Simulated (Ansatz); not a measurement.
Reaction (formal exchange of groups at the As–C bond): `CC([SiH3])[AsH2]` + `CNC` → `CNC[AsH2]` + `CC[SiH3]`

Program: Ansatz. Geometries: PBE0-D4/def2-TZVP. ΔE: electronic, gas phase. CCSD(T)/CBS adds triple-zeta CCSD(T) − MP2 to the extrapolated MP2 energy (def2 sets, frozen cores). Functionals use def2-TZVPP. B3LYP here is the variant with VWN-RPA as its local correlation; programs differ in this. For As outer-core shells are correlated without core-valence functions, which leaves a few kJ/mol of doubt a bond. Scalar relativity is left out up to krypton. One conformer a species, not always the lowest.

```csv
level,ΔE (kJ/mol),difference from CCSD(T)/CBS
PBE-D4,1.7,-3.6
r2SCAN-D4,1.2,-4.1
PBE0-D4,2.4,-2.9
B3LYP-D4,2.3,-3.0
ωB97X-V,1.6,-3.7
ωB97M-V,2.2,-3.1
B2PLYP,0.2,-5.1
PBE,-1.8,-7.1
r2SCAN,0.5,-4.8
PBE0,-0.7,-6.0
B3LYP,-3.5,-8.8
HF/def2-TZVPP,-2.4,-7.7
MP2/def2-TZVPP,6.5,1.2
SCS-MP2/def2-TZVPP,4.9,-0.4
CCSD/def2-TZVPP,2.9,-2.4
CCSD(T)/def2-TZVPP,4.1,-1.2
HF/def2-QZVPP,-2.4,-7.7
MP2/def2-QZVPP,7.2,1.9
SCS-MP2/def2-QZVPP,5.4,0.1
HF/CBS(def2),-2.4,-7.7
MP2/CBS(def2),7.7,2.4
CCSD/CBS(def2),4.1,-1.2
CCSD(T)/CBS,5.3,0
```

Largest T1 diagnostic among the species: 0.011.

The D4 term adds +5.9 kJ/mol with B3LYP and +3.1 kJ/mol with PBE0; it sums over pairs of atoms, weighted by their polarisabilities, and B3LYP, whose exchange is more repulsive, gets the larger term. In def2-TZVPP, CCSD(T) changes the Hartree–Fock value by +6.5 kJ/mol (the triples alone add +1.2 kJ/mol) and MP2 by +8.9 kJ/mol.

CCSD(T)/CBS has its own doubt, a few kJ/mol and more with outer-core shells, so smaller differences from it don't rank the levels.
